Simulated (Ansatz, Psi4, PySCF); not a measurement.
NP, triplet, at a GFN2-xTB geometry (a higher spin typed on purpose: for a closed-shell molecule this is an excited state). Base run: BHANDHLYP/6-31G* in PySCF.

The PySCF input:
```python
from pyscf import gto, scf, dft

mol = gto.Mole()
mol.atom = '''
    N    -0.000000   -0.000000   -1.042078
    P     0.000000    0.000000    0.486303
'''
mol.basis = '6-31g*'
mol.charge = 0
mol.spin = 2
mol.verbose = 3
mol.build()

mf = dft.UKS(mol)
mf.xc = 'bhandhlyp'
mf.kernel()
```

The same geometry, method and basis name were run in Ansatz (a first-principles code) and Psi4 and PySCF, at each program's defaults and at the settings that a row names. The base is PySCF at its defaults. Differences at the defaults can come from grids, fitting, cores and function types together.

| code and settings | ΔE vs base (mEh) | basis functions | E (Eh) | SCF cycles | dipole (D) |
|---|---|---|---|---|---|
| PySCF, defaults (exact integrals, its default grid, spherical functions) | 0.000 | 32 | -395.86128 | 14 | 1.22 |
| Psi4, defaults (density fitting with its default set, its default grid, Cartesian functions) | -2.425 | 34 | -395.86371 | 13 | 1.23 |
| Ansatz, defaults (factorised integrals, its default grid, Cartesian functions) | -25.263 | 34 | -395.88655 | - | - |
| PySCF, density fitting with def2-universal-jkfit | 0.014 | 32 | -395.86127 | 14 | 1.22 |
| PySCF, fine grid | 0.000 | 32 | -395.86128 | 14 | 1.22 |
| Psi4, exact integrals, spherical functions, fine grid | 0.000 | 32 | -395.86128 | 16 | 1.22 |
| Ansatz, high accuracy, Cartesian functions as the basis file defines them | -25.264 | 34 | -395.88655 | - | - |

Open shells are given as the SCF converged; they aren't shown to be the lowest states, and a large step between rows can be another state.
